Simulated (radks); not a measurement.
Values are calculated unless marked as measured or tabulated.
All-electron atom: the oxygen ion O2+ in [He] 2s2 2p2.

Code: a radial shooting solver on a logarithmic mesh with Libxc functionals. Model: Dirac Kohn-Sham, exchange-only B88, spin-unpolarised, spherical densities, point nucleus; open shells are shared between the two j in proportion to 2j + 1.

Energy parts (eV):
total: -1987.501
kinetic: 1990.626
electron-nucleus: -4511.004
Hartree: 727.651
exchange: -194.774

Orbitals (lengths in bohr, moments of r in powers of bohr; <r^-3> diverges for s and p1/2):
| orbital | occ. | eigenvalue (eV) | <r^-3> |
|---|---|---|---|
| 1s1/2 | 2 | -557.3173 | - |
| 2s1/2 | 2 | -57.2393 | - |
| 2p1/2 | 0.666667 | -42.2755 | - |
| 2p3/2 | 1.33333 | -42.2225 | 7.228 |

The highest occupied level is 2p3/2 at -42.223 eV. Summed over all electrons, <r^2> = 5.155 bohr^2, which gives a Langevin (diamagnetic) susceptibility term of -4.08 x 10^-6 cm^3/mol. For comparison, the ionisation energy in NIST's Atomic Spectra Database is 54.936 eV (semi-empirical). In exact Kohn-Sham theory the highest level is minus the ionisation energy, but local and semilocal functionals leave it too shallow, through self-interaction and a potential that decays too fast; potentials with the right tail come closer.

Beside tabulated values, note that spin-unpolarised runs miss the spin-polarisation part of the exchange energy of open shells.
